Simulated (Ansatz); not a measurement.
AlBFH$_{4}$NOSi, 10 atoms. Charge 0, multiplicity 1. All runs use 4 threads of an Arm Neoverse V2 on a shared host. Correlated methods freeze the cores.

How many basis functions does each run have, and how long does it take in Ansatz? RHF-CCSD(T)/def2-SVP energy; RKS ωB97M-V/def2-QZVPP energy; RKS LC-ωPBE/def2-TZVPP energy; direct RPA on PBE orbitals/def2-TZVPP energy; RKS r2SCAN0-D4/def2-TZVPP energy; RKS PBE0-D4/def2-TZVP relaxation (7 steps); RKS PBE0-D4/def2-QZVPP energy; RHF-CCSD(T)/def2-TZVPP energy; RHF-MP2/def2-QZVPP energy; RKS ωB97M-V/def2-SVP energy; RKS BLYP-D4/def2-TZVPP energy; RKS PBE0-D4/def2-TZVPP energy. (An estimate is asked.)

Ansatz gave: Other jobs shared the machine, so times are rough.

```json
{"level": "RKS BLYP-D4/def2-TZVPP", "job": "energy", "functions": "264", "wall time": "2.4 s", "peak host memory (GiB)": "0.37"}
{"level": "RKS LC-ωPBE/def2-TZVPP", "job": "energy", "functions": "264", "wall time": "2.8 s", "peak host memory (GiB)": "0.54"}
{"level": "RKS PBE0-D4/def2-TZVPP", "job": "energy", "functions": "264", "wall time": "3.3 s", "peak host memory (GiB)": "0.72"}
{"level": "RHF-CCSD(T)/def2-SVP", "job": "energy", "functions": "112", "wall time": "5.5 s", "peak host memory (GiB)": "0.53"}
{"level": "RKS r2SCAN0-D4/def2-TZVPP", "job": "energy", "functions": "264", "wall time": "6 s", "peak host memory (GiB)": "0.75"}
{"level": "RKS ωB97M-V/def2-SVP", "job": "energy", "functions": "112", "wall time": "6 s", "peak host memory (GiB)": "0.36"}
{"level": "direct RPA on PBE orbitals/def2-TZVPP", "job": "energy", "functions": "264", "wall time": "7 s", "peak host memory (GiB)": "0.74"}
{"level": "RKS PBE0-D4/def2-QZVPP", "job": "energy", "functions": "488", "wall time": "9.5 s", "peak host memory (GiB)": "2"}
{"level": "RKS ωB97M-V/def2-QZVPP", "job": "energy", "functions": "488", "wall time": "24 s", "peak host memory (GiB)": "2.4"}
{"level": "RHF-MP2/def2-QZVPP", "job": "energy", "functions": "488", "wall time": "25 s", "peak host memory (GiB)": "3.1"}
{"level": "RKS PBE0-D4/def2-TZVP", "job": "relaxation (7 steps)", "functions": "222", "wall time": "32 s", "peak host memory (GiB)": "0.64"}
{"level": "RHF-CCSD(T)/def2-TZVPP", "job": "energy", "functions": "264", "wall time": "3.2 min", "peak host memory (GiB)": "6.3"}
```

LC-ωPBE has ω = 0.4 bohr⁻¹.
